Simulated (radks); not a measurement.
Polarisability of neutral ruthenium, [Kr] 4d7 5s1, at imaginary frequency. All-electron calculation, scalar-relativistic Kohn-Sham, exchange-only LDA, spin-polarised, spherical densities, finite nucleus; open shells are filled with parallel spins first (spin-orbit coupling, left out, can overturn this in heavy ions); Fermi nuclear charge, rms radius 4.4809 fm. Program: a radial shooting solver on a logarithmic mesh with Libxc functionals. Response by self-consistent Sternheimer equations with the Hartree and adiabatic exchange-only LDA kernel, the relativistic mass of each level held fixed and spin-orbit coupling left out.

w (hartree),alpha1(iw) (bohr^3)
0.00266,61.59
0.0143,61.15
0.0360,58.86
0.0697,52.75
0.118,42.61
0.186,31.33
0.280,21.83
0.413,14.88
0.605,9.964
0.892,6.447
1.35,3.906
2.12,2.108
3.59,0.9415
6.94,0.3190
17.5,0.07133

Static values: alpha1 = 61.60 bohr^3 (9.129 angstrom^3; uncoupled 108.2). C6 = 590.3, triple-dipole C9 = 24630 atomic units. One-pole (London) frequency 4 C6 / (3 alpha1^2) = 0.207 hartree, against 0.099 for minus the highest occupied eigenvalue. Recommended static value: 72 bohr^3 (Schwerdtfeger and Nagle, 2023 table).
